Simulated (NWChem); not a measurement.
System meant: CH6AlOSi, doublet; SMILES [SiH3][O][Al][CH3]

NWChem input:

```
start job
memory heap 200 mb stack 900 mb global 1100 mb
geometry units angstroms noautoz
  Al    -0.637976     1.187053     0.227012
  C      0.566720     2.753488    -0.021996
  H      0.044241     3.705162     0.114341
  H      0.995142     2.727517    -1.032245
  H      1.392800     2.697289     0.698535
  O      0.076578    -0.369921     0.050763
  Si     0.210394    -2.008742     0.002977
  H      0.649799    -2.454722    -1.348076
  H     -1.087004    -2.676682     0.308587
  H      1.213840    -2.476656     0.998660
end
basis spherical
  Al library def2-svp
  C library def2-svp
  H library def2-svp
  O library def2-svp
  Si library def2-svp
end
dft
  odft
  mult 3
  xc b3lyp
  iterations 150
  mulliken
end
task dft energy
```

End of the output:

```
 Summary of "ao basis" -> "" (spherical)
 ------------------------------------------------------------------------------
       Tag                 Description            Shells   Functions and Types
 ---------------- ------------------------------  ------  ---------------------
 Al                         def2-svp                 8       18   4s3p1d
 C                          def2-svp                 6       14   3s2p1d
 H                          def2-svp                 3        5   2s1p
 O                          def2-svp                 6       14   3s2p1d
 Si                         def2-svp                 8       18   4s3p1d

                                 NWChem DFT Module
                                 -----------------

 Summary of "ao basis" -> "ao basis" (spherical)
 ------------------------------------------------------------------------------
       Tag                 Description            Shells   Functions and Types
 ---------------- ------------------------------  ------  ---------------------
 Al                         def2-svp                 8       18   4s3p1d
 C                          def2-svp                 6       14   3s2p1d
 H                          def2-svp                 3        5   2s1p
 O                          def2-svp                 6       14   3s2p1d
 Si                         def2-svp                 8       18   4s3p1d

  number of electrons :                   47
  multiplicity        :                    3
 ------------------------------------------------------------------------
  no. of electrons and multiplicity not compatible                  47
 ------------------------------------------------------------------------
 ------------------------------------------------------------------------
  current input line :
    29: task dft energy
 ------------------------------------------------------------------------
 ------------------------------------------------------------------------
 There is an error in the input file
 ------------------------------------------------------------------------
 For more information see the NWChem manual at https://nwchemgit.github.io

0: no. of electrons and multiplicity not compatible:Received an Error in Communication
```

Can this run be used? If not, why, and what is the fix?

The program refused the input. Cause: the multiplicity doesn't fit the number of electrons (an even count wants an odd multiplicity, and the reverse). This input runs:
```
start job
memory heap 200 mb stack 900 mb global 1100 mb
geometry units angstroms noautoz
  Al    -0.637976     1.187053     0.227012
  C      0.566720     2.753488    -0.021996
  H      0.044241     3.705162     0.114341
  H      0.995142     2.727517    -1.032245
  H      1.392800     2.697289     0.698535
  O      0.076578    -0.369921     0.050763
  Si     0.210394    -2.008742     0.002977
  H      0.649799    -2.454722    -1.348076
  H     -1.087004    -2.676682     0.308587
  H      1.213840    -2.476656     0.998660
end
basis spherical
  * library def2-svp
end
dft
  odft
  mult 2
  xc b3lyp
  iterations 150
  mulliken
end
task dft energy
```
It converges to -648.70192 Ha (B3LYP/def2-SVP, spin-unrestricted).
